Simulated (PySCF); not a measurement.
# Cobalt: a sound run and one with changed settings

Sound run: Co [Ar] 3d7 4s2, Co⁺ [Ar] 3d8. All numbers are calculated (PySCF 2.14, no relativity, point nucleus, in cc-pVTZ). The sound run starts from symmetry-adapted Hartree-Fock orbitals and uses a fine grid where one is needed.

A second run was set up differently.

```
species  method  sound run (hartree)  changed run (hartree)  converged
     Co     UHF          -1381.42514            -1381.42514        yes
     Co     LDA          -1380.16144            -1380.83882        yes
     Co  r2SCAN          -1382.72104            -1383.75636        yes
    Co⁺     UHF          -1381.13666            -1381.13666        yes
    Co⁺     LDA          -1379.89024            -1380.83458        yes
    Co⁺  r2SCAN          -1382.44948            -1383.94812        yes
```

Ionisation energy of Co:

| method | sound run (eV) | changed run (eV) |
| --- | --- | --- |
| UHF | 7.850 | 7.850 |
| LDA | 7.380 | 0.115 |
| r2SCAN | 7.390 | -5.218 |

(1) What was changed?
A. angular grid far too coarse
B. level shift left on
C. minimal basis
D. all electrons correlated in a valence basis

Answers

(1) A. It used 14 angular points. A coarse angular grid integrates products of high-l functions wrongly, so density functionals can shift, and the SCF can exploit the error; Hartree-Fock and MP2 need no grid. A negative ionisation energy or a positive MP2 energy shows that the occupation asked for is not the lowest one in this basis.
